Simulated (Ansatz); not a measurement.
Mulliken charges of CHBFNO (`O=C=NBF`) from r2SCAN/def2-TZVPP in Ansatz (PBE0-D4/def2-TZVP geometry).

| atom | x (Å) | y (Å) | z (Å) | charge (e) |
| --- | --- | --- | --- | --- |
| O1 | 0.763 | -2.232 | 1.102 | -0.191 |
| C2 | 0.520 | -1.292 | 0.470 | 0.319 |
| N3 | 0.321 | -0.352 | -0.253 | -0.165 |
| B4 | -0.343 | 0.894 | -0.371 | 0.299 |
| F5 | -0.199 | 1.571 | -1.493 | -0.244 |
| H6 | -1.021 | 1.347 | 0.500 | -0.019 |

Question: By hand: the dipole of these point charges (1 e Å = 4.8032 D).

Answer: Σ q r = (-0.067, -0.069, 0.225) e Å, of length 0.245 e Å = 1.18 D.

Question: How does the dipole of the full density compare? (An estimate is asked.)

Answer: Ansatz gave: (-0.090, 0.064, 0.110) e Å, 0.75 D; the point charges give 1.57 times that, at 46° from its direction.

Point charges leave out the atoms' own dipoles, such as those of lone pairs, and Mulliken's split depends on the basis, so the two needn't agree.
